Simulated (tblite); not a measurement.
Record of a relaxation.

Compound: C6H9N3O.
Bonds: C1–C2, C2–C3, C3–N4, N4–C5 (aromatic), C5–C6 (aromatic), C6–C7, C7–O8 (double), C6–N9 (aromatic), N9–N10 (aromatic), N4–N10 (aromatic). Hydrogens: H11, H12, H13 on C1; H14, H15 on C2; H16, H17 on C3; H18 on C5; H19 on C7.

Computed with GFN2-xTB (tblite), gas phase: L-BFGS steps from a force-field or distance-geometry start until the largest atomic force falls under 0.01 eV/Å. 5 of its 84 geometries are shown.

Step 0: E = -821.9850 eV, largest atomic force 5.099 eV/Å
```
atom  x, y, z in Å  |  force x, y, z in eV/Å
C1     -1.853    1.110   -0.603   -0.725   1.490  -1.227
C2     -2.083   -0.363   -0.490    0.057  -1.269  -1.155
C3     -1.184   -1.044    0.545   -1.094  -0.572   0.014
N4      0.181   -0.829    0.164    1.307  -0.042   0.395
C5      1.035    0.151    0.509   -0.734   0.723   0.588
C6      2.231   -0.124   -0.116    1.327  -0.097  -0.514
C7      3.458    0.675   -0.048   -1.644   3.696   3.105
O8      3.394    1.736    0.671    0.696  -3.339  -2.473
N9      2.096   -1.273   -0.802   -2.836  -0.722   0.466
N10     0.844   -1.679   -0.610    1.738  -0.233  -0.812
H11    -1.273    1.364   -1.530   -0.247  -0.201   0.961
H12    -1.343    1.529    0.261   -0.306   0.106  -0.120
H13    -2.855    1.585   -0.774    0.989  -0.006   0.451
H14    -3.146   -0.623   -0.347    0.471   0.148   0.311
H15    -1.803   -0.807   -1.472   -0.273  -0.004   0.459
H16    -1.452   -0.675    1.555    0.646   0.013  -0.380
H17    -1.465   -2.128    0.515    0.746   0.622   0.061
H18     0.835    0.999    1.126   -0.240  -0.010   0.139
H19     4.373    0.405   -0.547    0.124  -0.305  -0.268
```

Step 21: E = -822.6503 eV, largest atomic force 0.133 eV/Å
```
atom  x, y, z in Å  |  force x, y, z in eV/Å
C1     -1.889    1.121   -0.642   -0.013  -0.014   0.011
C2     -2.089   -0.391   -0.556    0.005  -0.093   0.071
C3     -1.176   -1.051    0.482    0.132  -0.006   0.016
N4      0.215   -0.846    0.174    0.060   0.028   0.036
C5      0.997    0.169    0.574    0.002   0.048  -0.027
C6      2.223   -0.066   -0.040   -0.003  -0.016   0.005
C7      3.454    0.709   -0.016   -0.031  -0.073   0.012
O8      3.609    1.744    0.582   -0.034  -0.005   0.011
N9      2.090   -1.214   -0.755   -0.052   0.030  -0.039
N10     0.909   -1.661   -0.627   -0.024   0.027   0.034
H11    -1.184    1.379   -1.427    0.025   0.034   0.013
H12    -1.513    1.521    0.295   -0.039   0.018   0.053
H13    -2.835    1.613   -0.847    0.011   0.039  -0.126
H14    -3.112   -0.614   -0.257   -0.083  -0.019   0.002
H15    -1.917   -0.852   -1.530    0.001   0.004   0.024
H16    -1.363   -0.618    1.471   -0.028  -0.068  -0.044
H17    -1.356   -2.130    0.516    0.026   0.075  -0.037
H18     0.668    0.945    1.232    0.065   0.002  -0.013
H19     4.259    0.252   -0.619   -0.019  -0.011  -0.001
```

Step 42: E = -822.7201 eV, largest atomic force 0.097 eV/Å
```
atom  x, y, z in Å  |  force x, y, z in eV/Å
C1     -1.925    1.111   -0.622    0.024  -0.030  -0.037
C2     -2.114   -0.398   -0.504   -0.033   0.026  -0.023
C3     -1.153   -1.049    0.498   -0.079   0.029  -0.017
N4      0.220   -0.795    0.167   -0.041   0.039  -0.048
C5      1.025    0.200    0.569    0.001   0.017  -0.045
C6      2.227   -0.039   -0.090    0.014  -0.015   0.012
C7      3.491    0.676   -0.033   -0.006  -0.015   0.050
O8      3.686    1.682    0.604   -0.004  -0.060  -0.063
N9      2.052   -1.157   -0.843    0.036   0.022  -0.030
N10     0.869   -1.587   -0.690    0.055  -0.031   0.042
H11    -0.966    1.353   -1.071    0.023   0.000  -0.011
H12    -1.980    1.598    0.350   -0.056  -0.046  -0.001
H13    -2.708    1.516   -1.258    0.025   0.073   0.015
H14    -3.136   -0.600   -0.179    0.043  -0.082   0.030
H15    -1.975   -0.861   -1.483    0.029   0.023   0.024
H16    -1.352   -0.673    1.504    0.045   0.023   0.038
H17    -1.284   -2.134    0.480   -0.045   0.004   0.025
H18     0.730    0.977    1.242    0.018  -0.040   0.024
H19     4.283    0.188   -0.632   -0.048   0.063   0.015
```

Step 62: E = -822.7301 eV, largest atomic force 0.034 eV/Å
```
atom  x, y, z in Å  |  force x, y, z in eV/Å
C1     -1.938    1.110   -0.612   -0.006   0.033  -0.003
C2     -2.113   -0.401   -0.516    0.012   0.010  -0.002
C3     -1.156   -1.029    0.502    0.022   0.001   0.009
N4      0.220   -0.801    0.154    0.010  -0.012   0.004
C5      1.035    0.183    0.561   -0.013   0.008   0.013
C6      2.236   -0.062   -0.095   -0.020   0.010  -0.010
C7      3.487    0.673   -0.041   -0.007  -0.014  -0.003
O8      3.668    1.672    0.610    0.004  -0.015  -0.012
N9      2.055   -1.175   -0.853   -0.006   0.004  -0.004
N10     0.868   -1.599   -0.701    0.002  -0.013   0.003
H11    -0.941    1.364   -0.968   -0.011   0.003   0.016
H12    -2.092    1.579    0.358    0.007  -0.007  -0.013
H13    -2.656    1.530   -1.310   -0.011  -0.020   0.002
H14    -3.131   -0.636   -0.204   -0.001  -0.003  -0.010
H15    -1.944   -0.855   -1.493    0.031  -0.008  -0.005
H16    -1.333   -0.604    1.493    0.007  -0.003   0.010
H17    -1.306   -2.111    0.538   -0.016   0.007  -0.015
H18     0.752    0.948    1.250   -0.006   0.017   0.024
H19     4.278    0.223   -0.666    0.006   0.001  -0.006
```

Step 83: E = -822.7344 eV, largest atomic force 0.008 eV/Å
```
atom  x, y, z in Å  |  force x, y, z in eV/Å
C1     -1.959    1.117   -0.601    0.000  -0.005   0.005
C2     -2.080   -0.400   -0.536    0.000   0.000  -0.002
C3     -1.159   -1.017    0.523   -0.006   0.005  -0.003
N4      0.222   -0.806    0.189   -0.002   0.000   0.001
C5      1.045    0.174    0.589   -0.002  -0.002  -0.001
C6      2.233   -0.069   -0.092    0.000   0.003  -0.003
C7      3.486    0.662   -0.073    0.001  -0.003   0.001
O8      3.696    1.652    0.583    0.006   0.000  -0.001
N9      2.036   -1.177   -0.854    0.000   0.003  -0.001
N10     0.852   -1.600   -0.682    0.002   0.000   0.003
H11    -0.951    1.417   -0.883   -0.008   0.002  -0.001
H12    -2.197    1.566    0.361   -0.003  -0.005   0.003
H13    -2.647    1.516   -1.342    0.006  -0.001   0.002
H14    -3.107   -0.678   -0.294    0.006   0.001  -0.002
H15    -1.830   -0.832   -1.507   -0.004  -0.005   0.004
H16    -1.352   -0.573    1.502   -0.001   0.001  -0.002
H17    -1.324   -2.096    0.571    0.001   0.007  -0.002
H18     0.775    0.934    1.291    0.003  -0.001  -0.005
H19     4.252    0.220   -0.736    0.001  -0.001   0.005
```

Q: Summarise the path.

A: The energy falls by 17.28 kcal/mol from step 0 to step 83; nine tenths of that is first reached at step 24. It rises by more than 0.2 meV at step 34. The largest force goes from 5.099 to 0.008 eV/Å. Among the bonds C7=O8 changes most, from 1.283 to 1.206 Å; the atoms move by 0.323 Å rms after alignment.
